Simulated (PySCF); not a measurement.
**Cr²⁺ (chromium, charge +2) across methods**

[Ar] 3d4, high-spin 5D determinant. All numbers are calculated (PySCF 2.14, no relativity, point nucleus, in aug-cc-pVDZ (7s6p4d2f, 59 functions)).

| method | E (hartree) | mean ε 3p α (eV) | mean ε 3p β (eV) | mean ε 3d α (eV) | Σ⟨r²⟩ (bohr²) | ⟨S²⟩ |
| --- | --- | --- | --- | --- | --- | --- |
| wB97M-V | -1043.519 | -74.050 | -69.006 | -29.025 | 16.49 | 6.001 |
| LDA | -1041.274 | -67.518 | -63.649 | -24.495 | 16.55 | 6.000 |
| r2SCAN | -1043.544 | -69.342 | -64.237 | -24.701 | 16.41 | 6.001 |
| M06-2X | -1043.542 | -75.158 | -69.143 | -28.784 | 16.32 | 6.001 |
| wB97X | -1043.581 | -73.670 | -68.778 | -28.824 | 16.35 | 6.000 |
| PBE0 | -1043.369 | -71.806 | -66.354 | -26.663 | 16.43 | 6.000 |
| UHF | -1042.57979 | -83.397 | -73.183 | -32.736 | 16.26 | 6.001 |
| CAM-B3LYP | -1043.620 | -72.945 | -67.846 | -28.129 | 16.47 | 6.001 |
| PBE | -1043.317 | -67.630 | -63.590 | -24.393 | 16.56 | 6.000 |
